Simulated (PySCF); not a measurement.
**Calcium: a sound run and one with changed settings**

Sound run: Ca [Ar] 4s2, Ca⁺ [Ar] 4s1. Calculation: PySCF 2.14, in pcseg-2 (6s4p3d, 33 functions); the non-relativistic Hamiltonian (point nucleus). In the sound run the correlated levels freeze [Ar]. The sound run starts from symmetry-adapted Hartree-Fock orbitals and uses a fine grid where one is needed.

Changed run: basis STO-3G. This setting is unsound on purpose.

| species | method | sound run (hartree) | changed run (hartree) | converged |
| --- | --- | --- | --- | --- |
| Ca | UHF | -676.74397 | -669.98887 | yes |
| Ca | MN15 | -677.56185 | -669.42418 | yes |
| Ca | r2SCAN | -677.51442 | -670.68991 | yes |
| Ca | MP2 | -676.76231 | -670.00456 | yes |
| Ca | CCSD(T) | -676.77173 | -670.01744 | yes |
| Ca⁺ | UHF | -676.55577 | -669.84136 | yes |
| Ca⁺ | MN15 | -677.33129 | -669.22528 | yes |
| Ca⁺ | r2SCAN | -677.30117 | -670.50833 | yes |

Ionisation energy of Ca:

```csv
method,sound run (eV),changed run (eV)
UHF,5.121,4.014
MN15,6.274,5.412
r2SCAN,5.803,4.941
MP2,5.620,4.441
SCS-MP2,5.720,4.526
CCSD,5.877,4.791
CCSD(T),5.877,4.791
CCSDT,5.877,4.791
FCI,5.877,4.791
```

A minimal basis cannot let orbitals breathe on ionisation and holds almost no correlation.

For comparison, NIST gives 6.113 eV between the lowest levels.
